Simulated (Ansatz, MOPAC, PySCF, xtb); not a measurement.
Complex: BrH3Sn (SMILES [Br][SnH3]) (first 5 atoms) with NH3 (SMILES N); geometry from B3LYP-D3(BJ)/def2-TZVP, rigid monomers moved along the line of their centres of mass till Sn2···N6 is 3.47 Å.
(charge 0, multiplicity 1):
```
atom    x (Å)    y (Å)    z (Å)
----  -------  -------  -------
Br     2.3333  -0.3259   0.9776
Sn     0.4383   1.0620   0.0434
H      1.1379   1.6311  -1.4228
H      0.1374   2.3863   1.0683
H     -0.8834   0.0554  -0.3238
N     -0.8597  -0.1499   3.0243
H     -1.7821   0.0261   3.4066
H     -0.7477  -1.1525   2.9238
H     -0.1741   0.1564   3.7054
```

Monomers are frozen at their geometry in the pair; levels with a basis set take the counterpoise correction.

The state reached by PM3 isn't checked.

Codes used: Ansatz (a quantum-chemistry and plane-wave program) with Gaussian orbitals; MOPAC for PM3 (differences of heats of formation); PySCF for the dispersion terms; xtb for the GFN methods.  In def2 rows elements past Kr take small-core potentials, without spin–orbit coupling.

Question: One of these levels gives 5.1 kJ/mol for the interaction energy. Name it.
A. r2SCAN-D4/def2-TZVPPD
B. HF/def2-SVPD
C. PM3
D. GFN-FF

Answer: C, PM3. The others give -5.5 (GFN-FF), -13.5 (HF/def2-SVPD), -20.4 (r2SCAN-D4/def2-TZVPPD)
